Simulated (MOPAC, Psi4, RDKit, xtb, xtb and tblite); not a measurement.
Two geometries of SMILES CC(=O)[SiH2]CS (C3H8OSSi), relaxed at GFN2-xTB with one dihedral held; other torsions can differ between them too.

Structure A

```
14

C     -2.1784    -0.7538    -0.4149
C     -0.7741    -0.5949    -0.9257
O     -0.3128    -1.3083    -1.7869
Si     0.2782     0.8315    -0.1599
C      2.0755     0.5158    -0.7056
S      2.9142     2.0339    -1.2956
H     -2.7050     0.1922    -0.5169
H     -2.1376    -0.9973     0.6446
H     -2.7081    -1.5373    -0.9523
H      0.1415     0.8299     1.2969
H     -0.2319     2.0881    -0.7166
H      2.6953     0.1733     0.1209
H      2.1404    -0.2241    -1.5027
H      2.1258     2.2444    -2.3471
```

Structure B

```
14

C     -2.2233    -0.8726    -0.3892
C     -0.9017    -0.5225    -1.0102
O     -0.4992    -1.0603    -2.0191
Si     0.1590     0.8509    -0.1571
C      1.9610     0.4294    -0.5968
S      2.2846     0.8804    -2.3445
H     -2.8211     0.0317    -0.2984
H     -2.0489    -1.2553     0.6143
H     -2.7540    -1.6153    -0.9807
H     -0.0620     0.7807     1.2901
H     -0.2212     2.1472    -0.7124
H      2.6710     1.0166    -0.0185
H      2.2100    -0.6230    -0.4743
H      1.3810     0.0495    -2.8570
```

**Question.** Which is lower in energy at the level PBE0-D3(BJ)/def2-TZVP // GFN2-xTB (Psi4), and by how much?

**Answer.** B is lower, by 1.83 kcal/mol (dihedral C2–Si4–C5–S6: 135° in A, 75° in B).

E(B) − E(A) in kcal/mol at the other levels, on the same two geometries: GFN2-xTB (xtb and tblite) -1.34; MMFF94 // GFN2-xTB (RDKit) -1.15; PBE0/def2-TZVP // GFN2-xTB (Psi4) -1.46; PBE/def2-TZVP // GFN2-xTB (Psi4) -1.50; PBE-D3(BJ)/def2-TZVP // GFN2-xTB (Psi4) -1.90; UFF // GFN2-xTB (RDKit) -0.37; PM6, restricted, heats of formation // GFN2-xTB (MOPAC) -1.76; AM1, restricted, heats of formation // GFN2-xTB (MOPAC) 0.36; GFN1-xTB // GFN2-xTB (xtb) -3.21.
